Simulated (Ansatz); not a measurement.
Cartesian coordinates in Å:
```
Br -1.8774 -0.7292 -2.2823
C -1.0726 -1.4773 -0.6667
C -0.5729 -0.4128 0.2769
C 0.5735 0.4122 -0.2767
C 1.0724 1.4775 0.6664
Br 1.8757 0.7311 2.2834
H -0.2708 -2.1256 -1.0176
H -1.8550 -2.0840 -0.2167
H -0.2434 -0.9219 1.1904
H -1.4022 0.2415 0.5643
H 1.4031 -0.2421 -0.5633
H 0.2442 0.9206 -1.1907
H 0.2703 2.1262 1.0159
H 1.8551 2.0838 0.2165
```

Total charge 0; spin multiplicity 1.

Q: List the CAM-B3LYP/def2-TZVPP orbital energies in eV (Ansatz). (Best estimate.)

A: Computed: Occupied: -13140.75, -13140.75, -1702.23, -1702.23, -1534.01, -1534.01, -1533.91, -1533.91, -1533.91, -1533.91, -280.46, -280.46, -279.26, -279.26, -238.31, -238.31, -179.30, -179.30, -179.00, -179.00, -178.99, -178.99, -73.62, -73.62, -73.53, -73.53, -73.53, -73.53, -73.29, -73.29, -73.29, -73.29, -25.44, -24.53, -22.98, -21.53, -19.42, -18.22, -15.33, -14.88, -14.84, -13.28, -13.11, -12.21, -11.62, -11.61, -10.99, -9.45, -9.36, -9.29, -9.28. Lowest empty: 1.10, 1.14, 2.15, 2.44, 2.62, 3.25, 3.43, 3.96.
